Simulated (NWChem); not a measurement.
System: C2H4CuN; SMILES C[N+]#[C-]->[CuH]

Here is an NWChem input.

```
start job
memory heap 200 mb stack 900 mb global 1100 mb
geometry units angstroms noautoz
  Cu    -0.900598    -0.259410    -1.045684
  H     -1.877840    -0.536033    -2.194679
  C      1.936540     0.555975     2.259474
  N      1.034459     0.292354     1.213946
  C      0.287270     0.077796     0.344269
  H      1.899352     1.622251     2.525837
  H      2.959253     0.300824     1.945866
  H      1.673266    -0.043149     3.143173
end
basis spherical
  * library def2-svp
end
dft
  xc xpbe96 cpbe96
  iterations 150
  mulliken
end
task dft energy
```

Output (shortened):

```
             Northwest Computational Chemistry Package (NWChem) 7.3.0
             --------------------------------------------------------

 C1  symmetry detected

                             Geometry "geometry" -> ""
                             -------------------------

 Output coordinates in angstroms (scale by  1.889725989 to convert to a.u.)

  No.       Tag          Charge          X              Y              Z
 ---- ---------------- ---------- -------------- -------------- --------------
    1 Cu                  29.0000     0.00035184    -1.38097005    -0.00001992
    2 H                    1.0000     0.00774330    -2.91447898     0.00271235
    3 C                    6.0000     0.00332394     3.05053818     0.00026628
    4 N                    7.0000    -0.00374387     1.64471996    -0.00010972
    5 C                    6.0000    -0.00473188     0.47824521    -0.00064785
    6 H                    1.0000     0.75704373     3.42112370    -0.70955732
    7 H                    1.0000     0.24453590     3.42422650     1.00603351
    8 H                    1.0000    -0.98487143     3.43152023    -0.29555339

 Effective nuclear repulsion energy (a.u.)     187.9682041104

  pbe96 is a nonlocal functional; adding pw91lda local functional.

                                 NWChem DFT Module
                                 -----------------

 Summary of "ao basis" -> "ao basis" (spherical)
 ------------------------------------------------------------------------------
       Tag                 Description            Shells   Functions and Types
 ---------------- ------------------------------  ------  ---------------------
 Cu                         def2-svp                11       31   5s3p2d1f
 H                          def2-svp                 3        5   2s1p
 C                          def2-svp                 6       14   3s2p1d
 N                          def2-svp                 6       14   3s2p1d

            General Information
            -------------------
          SCF calculation type: DFT
          Wavefunction type:  closed shell.
          No. of atoms     :     8
          No. of electrons :    52
           Alpha electrons :    26
            Beta electrons :    26
          Charge           :     0
          Spin multiplicity:     1
          Use of symmetry is: off; symmetry adaption is: off
          Maximum number of iterations: 150
          AO basis - number of functions:    93
                     number of shells:    41
          Convergence on energy requested:  1.00D-06
          Convergence on density requested:  1.00D-05
          Convergence on gradient requested:  5.00D-04

              XC Information
              --------------
          PerdewBurkeErnzerhof Exchange Functional  1.000
            Perdew 1991 LDA Correlation Functional  1.000 local
           PerdewBurkeErnz. Correlation Functional  1.000 non-local

             Grid Information
             ----------------
          Grid used for XC integration:  medium
          Radial quadrature: Mura-Knowles
          Angular quadrature: Lebedev.
          Tag              B.-S. Rad. Rad. Pts. Rad. Cut. Ang. Pts.
          ---              ---------- --------- --------- ---------
          Cu                  1.35      112          12.0       590
          H                   0.35       45          14.0       434
          C                   0.70       49          14.0       434
          N                   0.65       49          11.0       434
          Grid pruning is: on
          Number of quadrature shells:   439
          Spatial weights used:  Erf1

      Superposition of Atomic Density Guess
      -------------------------------------

 Sum of atomic energies:       -1770.17614465

      Non-variational initial energy
      ------------------------------

 Total energy =   -1771.730897
 1-e energy   =   -2831.865573
 2-e energy   =     872.166472
 HOMO         =      -0.383114
 LUMO         =      -0.000825

     ---------------------------------------------
      Total Density - Mulliken Population Analysis
     ---------------------------------------------

    Atom       Charge   Shell Charges
 -----------   ------   -------------------------------------------------------
    1 Cu  29    29.16   2.00  2.00  2.00  0.81  0.06  6.00  6.01  0.35  8.36  1.58  0.00
    2 H    1     1.17   0.66  0.50  0.01
    3 C    6     5.96   1.99  0.92  0.18  1.93  0.90  0.03
    4 N    7     7.06   1.99  1.03  0.41  2.30  1.30  0.03
    5 C    6     5.97   1.99  1.03  0.39  1.61  0.90  0.05
    6 H    1     0.89   0.67  0.20  0.02
    7 H    1     0.89   0.67  0.20  0.02
    8 H    1     0.89   0.67  0.20  0.02

   convergence    iter        energy       DeltaE   RMS-Dens  Diis-err
 ---------------- ----- ----------------- --------- --------- ---------
 d= 0,ls=0.0,diis     1  -1772.8611688995 -1.96D+03  2.55D-01  2.40D+00
 d= 0,ls=0.5,diis     2  -1734.2930338391  3.86D+01  3.86D-02  1.15D+02
 d= 0,ls=0.5,diis     3  -1741.0415820290 -6.75D+00  2.17D-02  1.78D+02
 d= 0,ls=0.5,diis     4  -1745.9732507093 -4.93D+00  2.44D-02  2.03D+02
 d= 0,ls=0.5,diis     5  -1752.3453792031 -6.37D+00  1.78D-01  1.96D+02
 d= 0,ls=0.5,diis     6  -1768.2568720347 -1.59D+01  1.86D-02  4.76D+01
 d= 0,ls=0.5,diis     7  -1770.3537131425 -2.10D+00  1.92D-01  1.79D+01
 d= 0,ls=0.5,diis     8  -1773.0147661368 -2.66D+00  4.26D-03  8.19D-01
  Resetting Diis
 d= 0,ls=0.5,diis     9  -1772.9972184254  1.75D-02  2.26D-03  1.19D+00
 d= 0,ls=0.5,diis    10  -1772.9684568970  2.88D-02  1.99D-02  1.49D+00
 d= 0,ls=0.5,diis    11  -1772.5936022970  3.75D-01  4.75D-03  8.60D+00
 d= 0,ls=0.5,diis    12  -1772.9031794865 -3.10D-01  3.06D-03  2.83D+00
 d= 0,ls=0.5,diis    13  -1773.0243041853 -1.21D-01  2.70D-03  9.69D-01
 d= 0,ls=0.5,diis    14  -1773.0793026552 -5.50D-02  1.64D-03  2.42D-01
 d= 0,ls=0.5,diis    15  -1773.0974985484 -1.82D-02  8.83D-04  4.85D-02
 d= 0,ls=0.5,diis    16  -1773.1020450742 -4.55D-03  4.94D-04  1.13D-02
 d= 0,ls=0.5,diis    17  -1773.1031359906 -1.09D-03  3.26D-04  5.31D-03
 d= 0,ls=0.5,diis    18  -1773.1036185404 -4.83D-04  2.20D-04  2.58D-03
 d= 0,ls=0.5,diis    19  -1773.1038026386 -1.84D-04  1.47D-04  1.74D-03
 d= 0,ls=0.5,diis    20  -1773.1039197764 -1.17D-04  1.03D-04  9.75D-04
 d= 0,ls=0.5,diis    21  -1773.1039813117 -6.15D-05  7.23D-05  5.70D-04
 d= 0,ls=0.5,diis    22  -1773.1040150237 -3.37D-05  5.18D-05  3.41D-04
 d= 0,ls=0.5,diis    23  -1773.1040340541 -1.90D-05  3.82D-05  2.05D-04
 d= 0,ls=0.5,diis    24  -1773.1040456438 -1.16D-05  2.87D-05  1.19D-04
 d= 0,ls=0.5,diis    25  -1773.1040524673 -6.82D-06  2.12D-05  6.66D-05
 d= 0,ls=0.5,diis    26  -1773.1040561802 -3.71D-06  1.58D-05  3.95D-05
 d= 0,ls=0.5,diis    27  -1773.1040583301 -2.15D-06  1.19D-05  2.34D-05
 d= 0,ls=0.5,diis    28  -1773.1040596002 -1.27D-06  9.07D-06  1.39D-05
 d= 0,ls=0.5,diis    29  -1773.1040603598 -7.60D-07  6.93D-06  8.14D-06

         Total DFT energy =    -1773.104060809588
      One electron energy =    -2837.416168802211
           Coulomb energy =      962.141052878855
    Exchange-Corr. energy =      -85.797148996677
 Nuclear repulsion energy =      187.968204110446

 Numeric. integr. density =       51.999983748951

                       DFT Final Molecular Orbital Analysis
                       ------------------------------------

 Vector   24  Occ=2.000000D+00  E=-1.915451D-01
              MO Center=  3.5D-04, -1.4D+00, -2.5D-05, r^2= 3.4D-01
   Bfn.  Coefficient  Atom+Function         Bfn.  Coefficient  Atom+Function
  ----- ------------  ---------------      ----- ------------  ---------------
    18      0.852765  1 Cu d  1              23      0.308952  1 Cu d  1

 Vector   25  Occ=2.000000D+00  E=-1.915450D-01
              MO Center=  3.4D-04, -1.4D+00, -2.0D-05, r^2= 3.4D-01
   Bfn.  Coefficient  Atom+Function         Bfn.  Coefficient  Atom+Function
  ----- ------------  ---------------      ----- ------------  ---------------
    17      0.738517  1 Cu d  0              19     -0.426381  1 Cu d  2
    22      0.267560  1 Cu d  0              24     -0.154475  1 Cu d  2

 Vector   26  Occ=2.000000D+00  E=-1.735041D-01
              MO Center=  3.1D-03, -2.0D+00,  9.7D-04, r^2= 1.9D+00
   Bfn.  Coefficient  Atom+Function         Bfn.  Coefficient  Atom+Function
  ----- ------------  ---------------      ----- ------------  ---------------
     4      0.470968  1 Cu s                 19      0.417314  1 Cu d  2
    32      0.254804  2 H  s                  3     -0.247781  1 Cu s
    17      0.240950  1 Cu d  0              53      0.162487  4 N  s
    67     -0.161577  5 C  s                 24      0.152883  1 Cu d  2
    13     -0.152093  1 Cu py                33      0.141138  2 H  s

 Vector   27  Occ=0.000000D+00  E=-5.891506D-02
              MO Center=  3.4D-02,  6.8D-01,  3.3D-02, r^2= 3.1D+00
   Bfn.  Coefficient  Atom+Function         Bfn.  Coefficient  Atom+Function
  ----- ------------  ---------------      ----- ------------  ---------------
    73      0.497213  5 C  pz                70      0.462152  5 C  pz
    59     -0.407585  4 N  pz                56      0.374742  4 N  pz
    85      0.341278  7 H  s                 80     -0.261767  6 H  s
    14      0.242896  1 Cu pz                16     -0.241511  1 Cu d -1
    45     -0.186440  3 C  pz                84      0.148063  7 H  s

[...]
```

Level: PBE/def2-SVP. All runs use the structure optimised with PBE0/def2-SVP.
